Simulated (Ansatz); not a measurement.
Molecule: HgBr, net charge 0, doublet state. The spin state was set by rule; other spins were not relaxed. 
Coordinates optimised at B3LYP-D3(BJ)/def2-TZVP (Ansatz, an electronic-structure program):
```
Hg
Br 1 2.6164
```
Charge 0, spin multiplicity 2.

Computed values are from Ansatz. Valence correlation only, unless marked. UHF or UKS for open shells. Spin-orbit coupling is left out. The frozen core is the preceding noble-gas configuration, with the filled d and f shells of earlier blocks. Past Kr the def2 sets carry scalar-relativistic core potentials. CBS(X,Y): correlation extrapolated as X^-3; Hartree-Fock from the larger set.

Question: What is the atomisation energy De at CCSD(T)/CBS(def2-TZVPPD,def2-QZVPPD)?

Answer: 18.3 kcal/mol.

Question: What is the dipole moment at CCSD(T)/def2-SVPD?

Answer: 2.91 D.

Question: What is the T1 diagnostic at CCSD/def2-QZVPPD?

Answer: 0.026.

Question: What is the total energy at CCSD(T)/CBS(def2-TZVPPD,def2-QZVPPD)?

Answer: -2725.6703 Eh.
